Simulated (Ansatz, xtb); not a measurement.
## FGeH5OSi: which of two isomers lies lower

Structure a is `[OH][GeH2][SiH2]F`, a singlet and structure b is `O[SiH2][GeH2][F]`, a singlet. Both are isolated molecules in the gas phase, relaxed with r2SCAN-D4/def2-SVP; the shapes shown needn't be the lowest conformers.

a (Å):

```xyz
9

F     0.7346   -1.1075    0.0619
Ge    2.3661    0.8572    2.1339
O     0.9538    1.8771    2.5608
Si    1.8725    0.0568   -0.0478
H     0.9758    2.1535    3.4865
H     2.5243   -0.2819    3.1646
H     3.6567    1.7096    2.1505
H     1.3501    1.1526   -0.9116
H     3.0895   -0.5424   -0.6702
```

b (Å):

```yaml
atoms:
  - { symbol: F, position_ang: [1.8808, -1.8197, -1.4021] }
  - { symbol: Ge, position_ang: [0.4944, -1.0779, -0.5632] }
  - { symbol: O, position_ang: [3.0159, 0.7482, -0.9965] }
  - { symbol: Si, position_ang: [1.5479, 1.0514, -0.2712] }
  - { symbol: H, position_ang: [3.0771, -0.1614, -1.3350] }
  - { symbol: H, position_ang: [0.8000, 2.1464, -0.9549] }
  - { symbol: H, position_ang: [1.6969, 1.4108, 1.1691] }
  - { symbol: H, position_ang: [0.2479, -1.9704, 0.6643] }
  - { symbol: H, position_ang: [-0.6808, -1.2070, -1.5462] }
```

Problem. Estimate E(b) − E(a) at the level CCSD(T)/def2-SVP + ΔMP2/def2-TZVPP.

Solution. Not settled: CCSD(T)/def2-SVP + ΔMP2/def2-TZVPP gives E(b) − E(a) = +5.54 kJ/mol, but this leans on the basis-set step: CCSD(T) alone gives −1.31 kJ/mol.

The same difference at several levels:

| level | geometry | E(b) − E(a) (kJ/mol) | departure from the last row (kJ/mol) | job, with rough time for the two |
| --- | --- | --- | --- | --- |
| r2SCAN-D4/def2-SVP | r2SCAN-D4/def2-SVP | −8.45 | −13.99 | optimisation, 74 s |
| HF/def2-SVP | r2SCAN-D4/def2-SVP | +0.27 | −5.28 | part of the CCSD(T) run |
| MP2/def2-SVP | r2SCAN-D4/def2-SVP | −0.70 | −6.24 | part of the CCSD(T) run |
| CCSD(T)/def2-SVP | r2SCAN-D4/def2-SVP | −1.31 | −6.85 | single point |
| CCSD(T)/def2-SVP + ΔMP2/def2-TZVPP | r2SCAN-D4/def2-SVP | +5.54 |  | single point, 22 s |

As drawn, b has 1 O–Si, 1 F–Ge in place of 1 Ge–O, 1 F–Si.

r2SCAN-D4/def2-SVP puts the two in the other order. HF/def2-SVP, MP2/def2-SVP, CCSD(T)/def2-SVP find them nearly level. The largest departure from CCSD(T)/def2-SVP + ΔMP2/def2-TZVPP is that of r2SCAN-D4/def2-SVP, 13.99 kJ/mol. Levels run at GFN2-xTB geometries aren't shown. The last row adds to CCSD(T) the change of the MP2 difference between the two basis sets, here +6.85 kJ/mol.

With harmonic frequencies from r2SCAN-D4/def2-SVP (ideal gas, rigid rotor, one conformer each, 298.15 K, 1 atm): on the last row, ΔE + ΔZPE = +7.27 kJ/mol. A mode under 50 cm⁻¹ makes harmonic enthalpies and free energies unreliable, so none is given.

The correlated steps freeze 16 core orbitals; the filled d shell of Ge is correlated, in a basis made for valence electrons. Codes used: Ansatz 0.2.0; the last row on 2 threads of Intel(R) Xeon(R) 6975P-C (Granite Rapids) on a shared host.
